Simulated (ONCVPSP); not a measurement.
Before and after: ONCV potential for Ge (Z = 32)

```
Element                 : germanium
Generator               : ONCVPSP 4.0.1
Type                    : optimised norm-conserving Vanderbilt (ONCV)
Functional              : LDA (Perdew-Zunger)
Relativity              : fully relativistic
Frozen core             : [Ar] 3d10
Valence charge          : 4
Reference configuration : 4s2 4p1 (charge +1)
Partial waves           : 4s: rc 1.60 bohr, ncon 3, nbas 6, qcut 4.6 1/bohr, 2 projectors, debl 3.5 Ha; 4p: rc 1.60 bohr, ncon 4, nbas 7, qcut 5.7 1/bohr, 2 projectors, debl 2.6 Ha
Local potential         : polynomial inside 1.45 bohr (lpopt 5, dvloc0 4 Ha)
Core correction         : none
```

Open shells are filled in proportion to 2j + 1.

All-electron outer shells of the reference configuration (LDA (Perdew-Zunger), scalar-relativistic, ld1.x):

| shell | level (eV) | outermost node (bohr) | outermost maximum (bohr) |
| --- | --- | --- | --- |
| 3p | -124.46 | 0.23 | 0.54 |
| 3d | -38.61 | – | 0.50 |
| 4s | -20.15 | 0.77 | 1.71 |
| 4p | -11.48 | 0.82 | 2.08 |

Change: s: debl 0.25. In the s channel the program set the typed energies aside and used -0.740, 0.250 Ha.

Cutoffs: the cutoffs (Ha) at which the residual kinetic energy of the hardest occupied pseudo-wave falls to 1 and 0.1 mHa per electron; they do not see the model core or the augmentation charge, which bear on the density cutoff. Errors are all-electron minus pseudo energies relative to the spin-unpolarised reference configuration.

**Question.** What does the change do?

**Answer.** The potential gets neither clearly harder nor softer (8.9 Ha and 36 Ha → 8.9 Ha and 36 Ha); the errors of the 4 common tests hardly move; the range in which the s phases agree narrows (upper end at the end of the scan → 3.7); neither file shows a bound ghost.

| quantity | base | changed |
| --- | --- | --- |
| cutoff, loose | 8.9 Ha | 8.9 Ha |
| cutoff, tight | 36 Ha | 36 Ha |
| bound ghosts | none | none |
| GHOST(+) flags under 300 eV | s at 195.6 eV | s at 134.1 eV |
| error for 4s2 4p2, meV [ΔE -7.64 eV] | +4.9 | +4.8 |
| error for 4s2 4p0, meV [ΔE 15.72 eV] | +18 | +18 |
| error for 4s1 4p0, meV [ΔE 50.94 eV] | +232 | +232 |
| error for 4s0 4p4, meV [ΔE 8.71 eV] | +60 | +60 |
| s: phases at 1.62 bohr within 0.05 rad from the reference energy up to (Ha; the scan ends near 5) | to the end of the scan | 3.7 |
| p3/2: phases at 1.62 bohr within 0.05 rad from the reference energy up to (Ha; the scan ends near 5) | 4.8 | 4.8 |
| p1/2: phases at 1.62 bohr within 0.05 rad from the reference energy up to (Ha; the scan ends near 5) | 4.9 | 4.9 |

Base: The cutoffs count occupied waves only; projector 2 of the p channel, the hardest unoccupied one, needs 70 Ha at the loose tolerance. Changed file: The cutoffs count occupied waves only; projector 2 of the p channel, the hardest unoccupied one, needs 70 Ha at the loose tolerance.
